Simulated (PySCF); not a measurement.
# Chlorine: a sound run and one with changed settings

Sound run: Cl²⁺ [Ne] 3s2 3p3, Cl³⁺ [Ne] 3s2 3p2. Calculation: PySCF 2.14, in cc-pVDZ-DK (4s3p1d, 18 functions); scalar relativity by spin-free X2C-1e. In the sound run the correlated levels freeze [Ne]. The sound run starts from symmetry-adapted Hartree-Fock orbitals and uses a fine grid where one is needed.

Changed run: initial guess minao, at most 8 SCF cycles. This setting is unsound on purpose.

```tsv
species	method	sound run (hartree)	changed run (hartree)	converged
Cl²⁺	UHF	-459.61674	-459.61674	yes
Cl²⁺	PBE0	-460.05712	-460.05712	yes
Cl²⁺	LDA	-458.67487	-458.67487	yes
Cl²⁺	MP2	-459.68725	-459.68725	yes
Cl²⁺	CCSD(T)	-459.70678	-459.70678	yes
Cl³⁺	UHF	-458.18522	-458.18522	yes
Cl³⁺	PBE0	-458.59940	-458.59940	yes
Cl³⁺	LDA	-457.21685	-457.21685	yes
Cl³⁺	MP2	-458.24014	-458.24014	yes
Cl³⁺	CCSD(T)	-458.26280	-458.26280	yes
```

Ionisation energy of Cl²⁺:

| method | sound run (eV) | changed run (eV) |
| --- | --- | --- |
| UHF | 38.953 | 38.953 |
| PBE0 | 39.666 | 39.666 |
| LDA | 39.675 | 39.675 |
| MP2 | 39.378 | 39.378 |
| SCS-MP2 | 39.225 | 39.225 |
| CCSD | 39.291 | 39.291 |
| CCSD(T) | 39.293 | 39.293 |

Here the setting changes nothing at the digits shown.

For comparison, NIST gives 39.8 ± 0.11 eV between the lowest levels.
